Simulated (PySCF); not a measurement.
## How methods differ on the fine-structure interval of Dy(49+)

Dy(49+) [Ne] 3s2 3p5 [3p1/2^2 3p3/2^3, M_J = 3/2] → Dy(49+) [Ne] 3s2 3p5 [3p1/2^1 3p3/2^4, M_J = 1/2], as a difference of total energies. All numbers are calculated (PySCF 2.14, the two-component X2C-1e Hamiltonian, in an even-tempered Gaussian basis (18 s from 13 bohr⁻², ratio 2.4; 14 p from 16 bohr⁻², ratio 2.4; 4 d from 61 bohr⁻², ratio 2.6; 4 f from 91 bohr⁻², ratio 2.6)). Correlated levels: 1s2 frozen; the 52 highest virtual spinors dropped. "Screened" scales the spin-orbit matrix elements by Boettger's factors to mimic the two-electron term; Breit and QED terms are absent.

```tsv
method	fine-structure interval (cm⁻¹)
GHF (screened spin-orbit)	1650200
GMP2 (screened spin-orbit)	1651200
GHF (bare spin-orbit)	1706000
```
